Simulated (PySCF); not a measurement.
# `InChI=1S/C7H10Si/c1-3-4-5-6-7(2)8/h3H,1-2,8H3`

Geometry:
| atom | x (Å) | y (Å) | z (Å) |
| --- | --- | --- | --- |
| C1 | 4.026 | 0.271 | -1.139 |
| C2 | 3.062 | 0.342 | 0.005 |
| C3 | 1.766 | 0.116 | -0.075 |
| C4 | 0.504 | -0.103 | -0.158 |
| C5 | -0.758 | -0.323 | -0.235 |
| C6 | -2.061 | -0.513 | -0.324 |
| C7 | -2.716 | -1.858 | -0.136 |
| Si8 | -3.134 | 0.988 | -0.704 |
| H9 | 3.519 | 0.013 | -2.079 |
| H10 | 4.541 | 1.237 | -1.274 |
| H11 | 4.807 | -0.483 | -0.944 |
| H12 | 3.472 | 0.605 | 0.990 |
| H13 | -3.305 | -2.132 | -1.027 |
| H14 | -1.974 | -2.648 | 0.047 |
| H15 | -3.416 | -1.833 | 0.715 |
| H16 | -4.146 | 1.175 | 0.383 |
| H17 | -3.883 | 0.763 | -1.981 |
| H18 | -2.285 | 2.206 | -0.823 |

Computed, not measured: quadratic response CAM-B3LYP/aug-cc-pVDZ first hyperpolarisability, Taylor convention, gas phase in PySCF. Geometry: PBE0-D3(BJ)/def2-SVP.

Give the tensor of the second harmonic β(−2ω;ω,ω) at 1064 nm in the axes of these coordinates.

In au, Taylor convention; rows are the first index (the induced dipole):
```tsv
	xx	yy	zz	xy	xz	yz
x	+105.9	+82.6	+43.0	-158.8	-25.2	-26.7
y	-138.4	-18.0	-4.9	+71.6	-23.2	+0.5
z	-21.4	+1.5	+29.1	-23.4	+41.3	-5.2
```
Norm of βᵢ = ⅓ Σⱼ (βᵢⱼⱼ + βⱼᵢⱼ + βⱼⱼᵢ): 283.6 au, hyper-Rayleigh value 128.6 au.
